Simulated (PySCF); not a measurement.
Computed shifts of a molecule C₄H₈OS, PBE/pcSseg-1 (PySCF), GIAO, gas phase, atoms alike by connectivity averaged where their shifts nearly agree, in ppm (number of nuclei): ¹³C: 208.6 (1), 55.2 (1), 27.8 (1), 23.5 (1). ¹H: 2.98 (1), 2.37 (3), 1.83 (1), 1.78 (3). References: ¹³C against TMS (σ = 182.0 ppm); ¹⁷O against H2O (σ = 334.3 ppm); ³³S against H2S (σ = 706.5 ppm); ¹H against TMS (σ = 31.49 ppm), references at their B3LYP-D3(BJ)/def2-TZVP geometries, non-relativistic. Geometry: B3LYP-D3(BJ)/def2-SVP. One conformer was computed; it need not be the lowest.

### Question
Which molecule gave these data?
A. CCSC(C)=O
B. CCSCC=O
C. CCCSC=O
D. CC(=O)[C@H](C)S

### Answer
D, CC(=O)[C@H](C)S
